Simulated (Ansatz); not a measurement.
Stepwise reaction of `CO[As]([SiH3])OC` with hydrogen, as a gas-phase model of exchange steps in deposition or etching. ΔE in kJ/mol; ΔG adds harmonic PBE0-D4 terms to CCSD(T)/CBS, at 1 bar.

Computed with Ansatz on PBE0-D4/def2-TZVP structures; ΔE is electronic, products minus reactants. CCSD(T)/CBS adds triple-zeta CCSD(T) − MP2 to the extrapolated MP2 energy (def2 sets, frozen cores). This one scheme is used for every species. DFT in def2-TZVPP. B3LYP here is the variant with VWN-RPA as its local correlation; programs differ in this. For As outer-core shells are correlated without core-valence functions, which leaves a few kJ/mol of doubt a bond. Scalar relativity is left out up to krypton. Each species was taken in one conformer, which may not be the lowest.

```json
{"step": "1", "reaction": "`CO[As]([SiH3])OC` + H₂ → `CO[AsH][SiH3]` + CH₃OH", "PBE-D4": "-2.4", "B3LYP-D4": "-3.0", "ωB97M-V": "-8.1", "CCSD(T)/CBS": "-8.7", "ΔG(600 K)": "-17.6"}
```

Problem. Give the row of step 2, `CO[AsH][SiH3]` + H₂ → `[SiH3][AsH2]` + CH₃OH. (Best estimate.)

Solution. Ansatz gave: 
```json
{"step": "2", "reaction": "`CO[AsH][SiH3]` + H₂ → `[SiH3][AsH2]` + CH₃OH", "PBE-D4": "-51.3", "B3LYP-D4": "-49.9", "ωB97M-V": "-56.2", "CCSD(T)/CBS": "-57.9", "ΔG(600 K)": "-62.8"}
```

Problem. By hand: ΔE of the 2 steps together at CCSD(T)/CBS.

Solution. (-8.7) + (-57.9) = -66.6 kJ/mol, or -33.3 kJ/mol a step.

In ΔE each step is lower than the one before. All are downhill at CCSD(T)/CBS. ΔG lies between -62.8 and -17.6 kJ/mol a step. PBE-D4 differs from CCSD(T)/CBS by 6.3 to 6.6 kJ/mol a step. Isolated molecules leave out the surface, adducts and barriers. Largest T1 diagnostic: 0.013.
